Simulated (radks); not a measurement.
The numbers below are computed, except where a source is named.
Question: The calcium ion Ca4+ is in [Ne] 3s2 3p(1/2: 2, 3/2: 2). Level of theory: Dirac Kohn-Sham, BLYP, spin-unpolarised, spherical densities, finite nucleus; Fermi nuclear charge, rms radius of each element as measured or else 0.836 A^(1/3) + 0.57 fm (a radial shooting solver on a logarithmic mesh with Libxc functionals). Sub-shells are occupied by j as written (lower j first in brackets). One electron is removed from 3s1/2, 3p1/2, 2p3/2, 3p3/2 in turn, with full relaxation. Which removal costs least, and what does each cost?

Answer: 3p3/2 86.358 eV; 3p1/2 86.866 eV; 3s1/2 106.99 eV; 2p3/2 419.58 eV. The 3p3/2 electron leaves first.
